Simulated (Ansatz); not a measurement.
Geometry optimisation, Ansatz, RKS PBE/6-31G*.

Input:

```yaml
crystal:
  periodic: [false, false, false]
  atoms:
    - { symbol: Si, position_ang: [0.15859, 0.190926, -0.173802] }
    - { symbol: H, position_ang: [0.002426, -0.175488, 1.239769] }
    - { symbol: Cl, position_ang: [2.138411, -0.069097, -0.691314] }
    - { symbol: Cl, position_ang: [-0.402764, 2.107293, -0.61423] }
    - { symbol: Cl, position_ang: [-0.917587, -1.19082, -1.357178] }
    - { symbol: O, position_ang: [-2.355719, 0.007414, 1.216441] }
    - { symbol: Al, position_ang: [-3.168044, -1.115873, 0.133176] }
    - { symbol: H, position_ang: [-3.157238, -2.694417, 0.434081] }
    - { symbol: H, position_ang: [-4.121606, -0.381608, -0.915786] }
    - { symbol: H, position_ang: [-1.743369, -0.416529, 1.868043] }
basis:
  gaussian: { orbitals: "6-31G*" }
hamiltonian:
  xc: pbe
relax:
  f_tol: 0.03
  max_steps: 50
```

Command:

```bash
$ ansatz run input.yaml --threads 4 --pin off --max-ram 5120MiB --backend cpu --events-out ev --progress --plain --runs-dir out
```

Question: Where does it end, and by what steps?

Answer: It converged. The force dipped under the threshold on the way, but the program's further checks kept it going. After 41 steps the energy has fallen by 1.014 eV; H2 moved furthest, 1.46 Å. Parted: Si1–Cl5 (2.11 → 4.06 Å). Joined: Si1–O6 (2.88 → 1.72 Å).

```tsv
step	energy less start (eV)	largest force component (eV/Å)	accepted
0	0.0000	0.702	yes
2	-0.0818	1.273	yes
4	-0.1170	0.153	yes
6	-0.1240	0.173	yes
8	-0.1293	0.119	yes
10	-0.1570	0.661	yes
12	-0.2496	0.492	yes
14	-0.2997	0.090	yes
16	-0.3100	0.117	yes
18	-0.3254	0.668	yes
20	-0.3855	1.544	yes
22	-0.5562	1.007	yes
24	-0.8807	0.377	yes
26	-0.9130	0.743	no
28	-0.9633	0.137	yes
30	-0.9747	0.047	yes
32	-0.9948	0.158	yes
34	-1.0047	0.330	yes
36	-1.0100	0.150	yes
38	-1.0133	0.058	yes
40	-1.0140	0.022	yes
41	-1.0142	0.017	yes
```

```xyz
10
Properties=species:S:1:pos:R:3
Si -0.062 0.529 0.611
H 0.234 1.067 1.963
Cl 1.578 -0.480 -0.081
Cl -0.688 1.992 -0.655
Cl -1.890 -1.664 -2.272
O -1.387 -0.552 0.751
Al -2.957 -1.136 -0.475
H -3.300 -2.373 0.496
H -3.845 0.187 -0.561
H -1.250 -1.309 1.363
```

Whether the end is a true minimum wasn't checked by a vibrational analysis.

The run took 29 s on 4 threads of AMD EPYC 9R45 (Zen 5), on a shared host, peak memory 0.2 GiB.
